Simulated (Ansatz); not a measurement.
`C#[C][Ti]([F])([F])[F]` + HCl → `C#[C][Ti]([F])([F])[Cl]` + H–F at 500 K and 1 bar (ligand exchange at a Ti–F bond).

Computed with Ansatz on PBE0-D4/def2-TZVP structures; ΔE is electronic, products minus reactants. CCSD(T)/CBS is the MP2 limit (def2-TZVPP, def2-QZVPP) plus CCSD(T) − MP2 in def2-TZVPP, frozen cores. This one scheme is used for every species. For Ti outer-core shells are correlated without core-valence functions, which leaves a few kJ/mol of doubt a bond. Scalar relativity is left out up to krypton.

```csv
species,CCSD(T)/CBS energy (Eh),H − E (kJ/mol),S (J/(mol·K))
`C#[C][Ti]([F])([F])[F]`,-1225.14941,113.4,413.8
HCl,-460.38127,32.5,201.9
`C#[C][Ti]([F])([F])[Cl]`,-1585.12976,112.2,436.6
H–F,-100.39570,39.4,188.7
```

H − E and S are ideal-gas, rigid-rotor, harmonic terms from PBE0-D4/def2-TZVP. 1 Eh = 2625.50 kJ/mol, R = 8.31446 J/(mol·K).

Task: By hand: ΔE, ΔH, ΔS and ΔG.

Result: ΔE = (-1585.12976) + (-100.39570) − (-1225.14941) − (-460.38127) = 0.00522 Eh = 13.7 kJ/mol. Δ(H − E) = 112.2 + 39.4 − 113.4 − 32.5 = 5.7, so ΔH = 19.4 kJ/mol. ΔS = 436.6 + 188.7 − 413.8 − 201.9 = 9.6 J/(mol·K). ΔG = 19.4 − 500 × (9.6)/1000 = 14.6 kJ/mol.

Task: By hand: the equilibrium constant, and the temperature at which ΔG would vanish if ΔH and ΔS stayed fixed.

Result: log₁₀ K = −ΔG/(RT ln 10) = -1.5. ΔG = 0 at ΔH/ΔS = 2021 K, though so small a ΔS makes that figure unsure.

The number of gas molecules stays the same, so ΔS is small and ΔH decides. A doubt of 5 kJ/mol in ΔE shifts log₁₀ K by 0.5 here. These are equilibria of isolated gas molecules and say nothing of rates. Largest T1 diagnostic: 0.023 (customary marks: 0.02 for closed shells, 0.045 for open ones).
